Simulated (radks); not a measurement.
The numbers below are computed, except where a source is named.
Valence configurations of Co IV (all share [Ar]). Code: a radial shooting solver on a logarithmic mesh with Libxc functionals. Model: scalar-relativistic Kohn-Sham, r2SCAN, spin-polarised, spherical densities, finite nucleus; open shells are filled with parallel spins first; meta-GGA in the generalised Kohn-Sham scheme; Fermi nuclear charge, rms radius 3.7875 fm. Energies are relative to 3d6; eigenvalues in eV for spin up.

| valence | E (eV) | moment (Bohr magnetons) | e(3d) | e(4p) | e(4s) |
|---|---|---|---|---|---|
| 3d6 | 0.000 | 4 | -47.484 | - | - |
| 3d5 4s1 | 10.021 | 6 | -56.021 | - | -36.457 |
| 3d5.5 4s0.5 | 4.857 | 5 | -51.702 | - | -34.369 |
| 3d5 4p1 | 18.530 | 6 | -57.181 | -28.402 | - |
| 3d4 4s2 | 35.621 | 4 | -64.251 | - | -38.472 |
| 3d5.5 4p0.5 | 8.910 | 5 | -52.285 | -26.483 | - |
| 3d4.5 4p1.5 | 33.627 | 6 | -61.768 | -30.117 | - |
| 3d4 4p2 | 50.209 | 6 | -66.416 | -31.706 | - |
| 3d4.5 4s1 4p0.5 | 24.838 | 6 | -60.628 | -29.567 | -38.460 |
| 3d3 4p3 | 88.156 | 6 | -75.908 | -34.624 | - |

NIST lists [Ar] 3d6 as the ground configuration; this level of theory agrees among the configurations tried. The energies are those of spherical high-spin densities, not of single terms.
